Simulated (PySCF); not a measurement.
Input of a run (PBE0-D3(BJ)/def2-SVP geometry optimisation, gas phase (PySCF 2.14.0)), started from GFN2-xTB:
```
{"job": {"xc": "PBE0", "basis": "def2-SVP", "d3": "d3bj", "grid": 1, "maxiter": 40, "kind": "geom"}, "charge": 0, "multiplicity": 1}
K      1.664800     1.153170    -0.510450
H     -0.082170     1.123970    -1.391760
K     -1.760140     0.157150    -1.113920
H     -1.428670    -0.988220     0.439810
K      0.095350    -1.309980     1.623700
H      1.510830    -0.136090     0.952620
```

Output (energies in Eh, forces in Eh/bohr):
```
step   0  E = -1800.67463930  max force = 0.051793
step   1  E = -1800.71700548  max force = 0.034793
step   2  E = -1800.75419471  max force = 0.019069
step   3  E = -1800.77703741  max force = 0.007187
step   4  E = -1800.77983954  max force = 0.004172
step   5  E = -1800.78042148  max force = 0.002762
step   6  E = -1800.78075778  max force = 0.001771
step   7  E = -1800.78118113  max force = 0.001072
step   8  E = -1800.78135719  max force = 0.000491
step   9  E = -1800.78138551  max force = 0.000326
step  10  E = -1800.78139126  max force = 0.000173
optimisation converged
```

Question: Summarise the run.

Answer: The energy falls by 280.3 kJ/mol over 11 energy and gradient evaluations, the largest force component goes from 0.0518 to 1.7e-04 Eh/bohr, and the atoms move by 0.538 Å rms after alignment. Among the bonds, K1–H6, H2–K3 and K5–H6 change most and about equally (+0.507 to +0.508 Å). Bonds longer at the end by more than 0.005 Å: 6 of 6; shorter: 0. Among the angles that change most is H2–K3–H4, from 104.9° to 119.4°. The energy never rose by more than 1e-6 Eh on the way. The first step brought 40 % of the lowering.

Question: What are the final bond lengths?

Answer: K1–H2 2.463 Å, K1–H6 2.464 Å, H2–K3 2.464 Å, K3–H4 2.464 Å, H4–K5 2.461 Å, K5–H6 2.464 Å. Numbering counts from 1 in the input's order; the species is K3H3 ((KH)3 ring).

The run used 87 basis functions and 53 SCF cycles in all.

PBE0-D3(BJ)/def2-SVP frequencies: not computed here.
